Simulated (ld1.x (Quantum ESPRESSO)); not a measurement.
## Which change was made? (Cl, TM)

Cl (Z = 17), norm-conserving Troullier–Martins (Kleinman–Bylander form), made with ld1.x (Quantum ESPRESSO) 7.5 (PBE, scalar-relativistic). Core [Ne], reference 3s2 3p5. Waves: 3p (bound): rc 1.45 bohr; 3s (bound): rc 0.95 bohr. Local part: the s channel. Core correction: a·sin(br)/r model core, default radius (core density twice the valence density).

Cutoffs, loose and tight: the cutoffs (Ry, on a coarse ladder) from which the occupation-weighted sum of valence levels, in a spherical-Bessel basis at the reference potential, stays within 10 and 1 mRy of its value at 400 Ry. They do not see the model core or the augmentation charge, which bear on the density cutoff. Test errors are all-electron minus pseudo excitation energies from the reference, over the configurations 3s2 3p4; 3s2 3p3; 3s2 3p2; 3s1 3p5; 3s2 3p4.5; 3s2 3p1; 3s2 3p5.3; variants that change the core or the reference have their own tests.

The base gives: outcome: generated; cutoff, loose: 140 Ry; cutoff, tight: 260 Ry; bound ghosts: none; largest test error (meV): +288.

**Question.** After one change the result is: outcome: generated; cutoff, loose: 260 Ry; cutoff, tight: over 300 Ry; bound ghosts: none; largest test error (meV): +433. Which change was it?
A. all radii but the core radius scaled by about 0.76 (s 0.72, p 1.10 bohr)
B. all radii but the core radius scaled by about 1.03 (s 0.98, p 1.50 bohr)
C. all radii but the core radius scaled by about 0.88 (s 0.84, p 1.28 bohr)
D. all radii but the core radius scaled by about 1.24 (s 1.18, p 1.80 bohr)

**Answer.** C. The others give: all radii but the core radius scaled by about 1.03 (s 0.98, p 1.50 bohr) → outcome: generated; cutoff, loose: 110 Ry; cutoff, tight: 230 Ry; bound ghosts: none; largest test error (meV): +259 | all radii but the core radius scaled by about 0.76 (s 0.72, p 1.10 bohr) → outcome: generated; bound ghosts: s (extra level of the local part); largest test error (meV): +902 | all radii but the core radius scaled by about 1.24 (s 1.18, p 1.80 bohr) → outcome: generated; cutoff, loose: 50 Ry; cutoff, tight: 80 Ry; bound ghosts: none; largest test error (meV): +178.
